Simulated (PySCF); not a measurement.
PbS₂⁻: breathing scan

Level of theory: UPBE0/[Pb def2-TZVPD with ECP60, S def2-TZVPD], scalar-relativistic core potentials, density fitting, no spin–orbit coupling, PySCF.

Rigid scan from the doublet minimum (Pb–S 2.397 Å (×2); S–Pb–S 128.7°). Coordinate: all bonds to the central atom scaled together. Energies in kJ/mol from the minimum.

```tsv
scale of all bonds to the centre	E (kJ/mol)	dipole size (D, about the centre of mass)	⟨S²⟩
0.88	152.4	2.99	0.76
0.92	58.0	3.40	0.76
0.96	12.5	3.79	0.76
1.00	0.0	4.17	0.76
1.04	9.5	4.54	0.76
1.08	33.5	4.90	0.77
1.14	85.5	5.43	0.78
1.22	168.9	6.13	0.80
1.35	307.5	7.07	0.93
```

Spin–orbit coupling, left out here, can matter for elements this heavy.
